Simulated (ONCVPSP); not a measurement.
## Ranking ONCV potentials for mercury

All share these settings but for the change named:

- Element: mercury (Hg)
- Generator: ONCVPSP 4.0.1
- Type: optimised norm-conserving Vanderbilt (ONCV)
- Functional: PBE
- Relativity: scalar-relativistic
- Frozen core: [Kr] 4d10 4f14
- Valence charge: 20
- Reference configuration: 5s2 5p6 5d10 6s1 (charge +1)
- Partial waves: 5s+6s: rc 1.50 bohr, ncon 4, nbas 8, qcut 8.6 1/bohr, 2 projectors; 5p: rc 1.75 bohr, ncon 4, nbas 8, qcut 6.2 1/bohr, 2 projectors, debl 3 Ha; 5d: rc 1.55 bohr, ncon 5, nbas 8, qcut 5.5 1/bohr, 3 projectors, debl 4 Ha
- Local potential: polynomial inside 1.05 bohr (lpopt 4, dvloc0 0 Ha)
- Core correction: none

Cutoff: the first of the cutoffs (Ha) at which the residual kinetic energy of the hardest occupied pseudo-wave falls to 1 and 0.1 mHa per electron; the density cutoff is not measured.

The base gives 39 Ha.

Of 8 variants that were run, those that failed, showed a ghost or another fault, or gave nearly equal values are left out.

A variant can come out equal or close to the base.

(1) Rank these variants from softest to hardest (loose cutoff).
A. all radii scaled by about 1.25 (s 1.88, p 2.20, d 1.94 bohr); local potential polynomial inside 1.32 bohr (lpopt 4, dvloc0 0 Ha)
B. all radii scaled by about 0.85 (s 1.28, p 1.50, d 1.32 bohr); local potential polynomial inside 0.90 bohr (lpopt 4, dvloc0 0 Ha)
C. all radii scaled by about 1.30 (s 1.96, p 2.28, d 2.02 bohr); local potential polynomial inside 1.36 bohr (lpopt 4, dvloc0 0 Ha)
D. all radii scaled by about 1.13 (s 1.70, p 1.98, d 1.74 bohr); local potential polynomial inside 1.18 bohr (lpopt 4, dvloc0 0 Ha)

Answers

(1) B (32 Ha), C (39 Ha), A (44 Ha), D (52 Ha).
